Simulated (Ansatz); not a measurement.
Molecule: C4H6N2Si (charge 0, singlet). 
Structure (B3LYP-D3(BJ)/def2-TZVP (Ansatz, a first-principles code) minimum search):
```xyz
13

Si     2.2559     0.2202     0.3977
C      0.4121     0.0314     0.0533
C     -0.1071    -0.5150    -1.1227
N     -1.4155    -0.6391    -1.3453
C     -2.2201    -0.2108    -0.3783
C     -1.7222     0.3370     0.8015
N     -0.4190     0.4596     1.0211
H      2.6162    -0.5480     1.6092
H      3.0140    -0.2984    -0.7652
H      2.5788     1.6487     0.6051
H      0.5536    -0.8633    -1.9093
H     -3.2883    -0.3038    -0.5420
H     -2.3926     0.6821     1.5814
```
Charge 0, spin multiplicity 1.

Basis-set convergence of Hartree-Fock and MP2 correlation energies (hartree) with Ansatz. Correlated levels leave the core frozen unless marked. Spin-orbit coupling is left out. No relativistic terms.

The Hartree-Fock reference is unstable (checked in the largest basis), which strains HF and MP2. 

```json
[
 {"basis": "cc-pV(D+d)Z", "functions": "137", "E(HF)": "-552.80108", "E(corr, MP2)": "-0.93532"},
 {"basis": "cc-pV(T+d)Z", "functions": "303", "E(HF)": "-552.87812", "E(corr, MP2)": "-1.14240"},
 {"basis": "cc-pV(Q+d)Z", "functions": "574", "E(HF)": "-552.89895", "E(corr, MP2)": "-1.21736"}
]
```

Extrapolating the two largest sets (X = 3 and 4) as X^-3: E(corr) = (64·(-1.21736) - 27·(-1.14240))/37 = -1.2721 Eh, an estimate of the basis-set limit. The largest set recovers 95.7 % of it, the smallest 73.5 %.
